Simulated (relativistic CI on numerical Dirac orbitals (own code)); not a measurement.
**A ladder of approximations for the levels of Ge4+**

Calculated with a relativistic CI code on KLI orbitals (one set per configuration, finite nucleus), adding one ingredient at a time: step 1, Dirac-Coulomb, each configuration alone; step 2, with Breit and QED terms; step 3, with configuration mixing; step 4, with scaled Slater integrals (0.85); step 5, with a P86 correlation estimate; step 6, tied to the ionisation limit. P86 is a density functional for the correlation energy, evaluated here for each configuration and added to its levels. Step 6 is semi-empirical: configurations made of the next ion and one excited electron move by 9425 cm⁻¹, so that their limit matches the tabulated ionisation energy, and those with a non-penetrating f or g electron also take the P86 value of the least penetrating other one.

CI space (outside the closed core [Ar]): 3d10, 3d9.4s, 3d9.4p, 3d9.4d, 3d9.5s, 3d9.5p, 3d9.4f, 3d9.5d, 3d9.5f.

Computed minus measured energy above the ground level, in cm⁻¹, for 16 of the 34 excited levels that pair in every step (one J of a term; a digit in brackets numbers repeated terms):

```csv
Configuration,Term,J,Measured,Step 1,Step 2,Step 3,Step 4,Step 5,Step 6
3d9.4s,3D,3,234219,-9729,-9261,-9422,-9153,-1957,7467
3d9.4s,1D,2,241935,-8868,-8602,-8700,-9221,-2026,7399
3d9.4p,3P°,2,323749,-12000,-11651,-11664,-10627,-2622,6802
3d9.4p,3F°,3,327891,-11765,-11417,-11440,-11162,-3157,6267
3d9.4p,1D°,2,335560,-11056,-10759,-10825,-11481,-3476,5948
3d9.4p,3D°,3,337168,-11214,-11041,-11095,-11539,-3533,5891
3d9.4d,3S,1,456052,-14875,-14723,-14863,-13691,-5234,4191
3d9.4d,3G,5,461418,-15430,-15266,-15260,-14876,-6420,3004
3d9.4d,3P,2,461828,-15207,-15017,-14991,-14728,-6272,3152
3d9.4d,3D,3,463362,-15207,-15030,-14966,-14925,-6470,2954
3d9.5s,"(5/2,1/2)",3,490742,-15959,-15687,-15614,-15562,-7280,2145
3d9.5s,"(3/2,1/2)",1,495288,-15739,-15732,-15666,-15634,-7352,2073
3d9.5p,3P°,2,522959,-16550,-16307,-16279,-15950,-7278,2146
3d9.5p,3F°,3,524232,-16393,-16147,-16118,-16053,-7382,2042
3d9.5p,3D°,3,526902,-16211,-15984,-15910,-16105,-7434,1991
3d9.5p,1P°,1,529476,-15776,-15744,-15617,-15794,-7119,2302
```

Mean absolute errors in cm⁻¹, over all paired levels and for the configurations:

| Configuration, levels | Step 1 | Step 2 | Step 3 | Step 4 | Step 5 | Step 6 |
| --- | --- | --- | --- | --- | --- | --- |
| all, 34 | 13910 | 13743 | 13743 | 13570 | 5345 | 4079 |
| 3d9.4s, 4 | 9421 | 9083 | 9226 | 9194 | 1998 | 7426 |
| 3d9.4p, 9 | 11598 | 11389 | 11420 | 11155 | 3149 | 6275 |
| 3d9.4d, 8 | 15143 | 15042 | 15039 | 14674 | 6218 | 3207 |
| 3d9.5s, 4 | 15823 | 15684 | 15600 | 15610 | 7328 | 2096 |
| 3d9.5p, 9 | 16271 | 16149 | 16098 | 16042 | 7370 | 2054 |

Measured levels: Sugar and Musgrove, J. Phys. Chem. Ref. Data 22, 1213 (1993).

Q: What does each ingredient do to the ground and the excited configurations, and where is the model closest to experiment?

A: Mixing lowers the ground level by 17; relative to it the configurations that move most are 3d9.4s by -143, 3d9.5s by +84, 3d9.5p by +51. The P86 estimate moves 3d9.5p by +8672, 3d9.4d by +8456, 3d9.5s by +8282, and takes the mean absolute error of the excited configurations from 13570 to 5345. Step 6 takes that error from 5345 to 4079; the error more than halves for 3d9.5s, 3d9.5p; it grows for 3d9.4s, 3d9.4p. The shift fits the limit, so it does little for low levels whose errors differ from those near the limit. The mean absolute error is lowest at step 6 (4079 cm⁻¹), and the largest single drop is from step 4 to 5 (13570 to 5345).
